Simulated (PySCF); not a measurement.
# [Hg(NH3)3]2+: one run

[Hg(NH3)3]2+ (singlet). PySCF 2.14.0, RKS B3LYP, Hg def2-SVP with ECP60, N def2-SVP, H def2-SVP; non-relativistic Hamiltonian with scalar-relativistic core potentials where named; density fitting; no spin-orbit coupling. Purpose: singlet excitations, Tamm-Dancoff B3LYP.

```python
mol = gto.M(atom='''
Hg     0.00000    -0.00000     0.00000
N      2.28344     0.00230    -0.00000
H      2.66995    -0.47783     0.82927
H      2.66995    -0.47783    -0.82927
H      2.67764     0.95670     0.00000
N     -1.14371     1.97637     0.00000
H     -0.92117     2.55116     0.82927
H     -0.92117     2.55116    -0.82927
H     -2.16735     1.84055    -0.00000
N     -1.13973    -1.97867     0.00000
H     -1.74879    -2.07333     0.82927
H     -1.74879    -2.07333    -0.82927
H     -0.51029    -2.79725     0.00000''',
    basis={'Hg': 'def2-SVP', 'N': 'def2-SVP', 'H': 'def2-SVP'},
    ecp={'Hg': 'def2-SVP'},
    charge=2, spin=0)
mf = dft.RKS(mol, xc='B3LYP')
mf.grids.atom_grid = (50, 194)
mf = mf.density_fit()  # fitting sets: Hg def2-universal-JKFIT, N def2-universal-JKFIT, H def2-universal-JKFIT
mf.conv_tol = 1e-08; mf.max_cycle = 55
mf.kernel(dm0)  # dm0: converged density of the relaxed state
td = mf.TDA(); td.nstates = 8; td.kernel()
```

Run from Python with OMP_NUM_THREADS=2; the lines above give its settings. Where DIIS fails, smearing, a level shift and second-order steps follow.
It took 73 s on 2 threads of Arm Neoverse V1, with other jobs on the host, from an already converged density.

(1) Where do the frontier levels lie, over both spins?

(2) What are the Mulliken charges and spins?

(3) Which singlet excitations follow (Tamm-Dancoff, 8 states)?

The geometry was relaxed with TPSS (Hg def2-SVP with ECP60, N def2-SVP, H def2-SVP).

## Answers

(1) HOMO -18.38 eV, LUMO -11.83 eV. 

(2) 
```
atom  charge (e)  spin (e)
 Hg1       0.783     0.000
  N2      -0.247     0.000
  H3       0.218     0.000
  H4       0.218     0.000
  H5       0.217     0.000
  N6      -0.247     0.000
  H7       0.218     0.000
  H8       0.218     0.000
  H9       0.217     0.000
 N10      -0.247     0.000
 H11       0.218     0.000
 H12       0.218     0.000
 H13       0.217     0.000
```

(3) 
```
state    eV  oscillator strength
    1  6.57               0.3660
    2  6.57               0.3660
    3  8.00               0.0000
    4  8.00               0.0000
    5  8.09               0.0000
    6  8.81               0.0000
    7  8.81               0.0000
    8  9.46               0.0163
```
Functionals without range separation put charge-transfer states too low; the basis has no diffuse functions.
